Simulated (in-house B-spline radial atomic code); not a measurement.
RPA and G0W0 for Cl VIII (Cl7+), [He] 2s2 2p6, as one setting changes: the highest l of the empty states. Start: Hartree-Fock. A dash marks a level of low quasi-particle weight. Computed with an all-electron radial atomic-structure program (B-spline basis): all electrons, non-relativistic, point nucleus, each spin shell either full or empty, empty states to the listed l with an (l + 1/2)⁻⁴ tail; G0W0 by contour deformation at full frequency.

| highest l of the empty states | RPA summed (Eh) | RPA extrapolated (Eh) | G0W0 level (eV) |
| --- | --- | --- | --- |
| 3 | -0.51275 | -0.56981 | 2p -348.69 |
| 4 | -0.54526 | -0.58013 | 2p -348.94 |
| 5 | -0.55817 | -0.57614 | 2p -348.91 |
| 6 | -0.56427 | -0.57475 | 2p -348.90 |
| 7 | ? | ? | ? |
| 8 | -0.56938 | -0.57382 | 2p -348.89 |
| 9 | ? | ? | ? |
| 10 | -0.57127 | -0.5735 | 2p -348.89 |
| 11 | -0.57176 | -0.57342 | 2p -348.89 |

What belongs in the row for 7?

RPA summed (Eh): -0.56751; RPA extrapolated (Eh): -0.57414; G0W0 level (eV): 2p -348.89.

What belongs in the row for 9?

RPA summed (Eh): -0.57053; RPA extrapolated (Eh): -0.57363; G0W0 level (eV): 2p -348.89.
